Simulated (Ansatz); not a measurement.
Mulliken charges of C2H5BrOSi, SMILES `C[Si]1(Br)CO1` from ωB97M-V/def2-TZVPP in Ansatz (PBE0-D4/def2-TZVP geometry).

```tsv
atom	x (Å)	y (Å)	z (Å)	charge (e)
C1	0.245	-1.207	1.021	-0.427
Si2	0.430	0.244	-0.102	0.541
Br3	2.555	0.584	-0.583	-0.179
C4	-0.841	0.982	-1.137	-0.180
O5	-0.475	1.591	0.177	-0.387
H6	0.673	-2.103	0.569	0.132
H7	0.765	-1.018	1.963	0.131
H8	-0.813	-1.376	1.228	0.130
H9	-1.869	0.627	-1.157	0.121
H10	-0.586	1.625	-1.976	0.118
```

Problem. By hand: the dipole of these point charges (1 e Å = 4.8032 D).

Solution. Σ q r = (-0.206, -0.572, -0.132) e Å, of length 0.622 e Å = 2.99 D.

Problem. How does the dipole of the full density compare? (Best estimate.)

Solution. Computed: (-0.121, -0.500, -0.003) e Å, 2.47 D; the point charges give 1.21 times that, at 13° from its direction.

Point charges leave out the atoms' own dipoles, such as those of lone pairs, and Mulliken's split depends on the basis, so the two needn't agree.
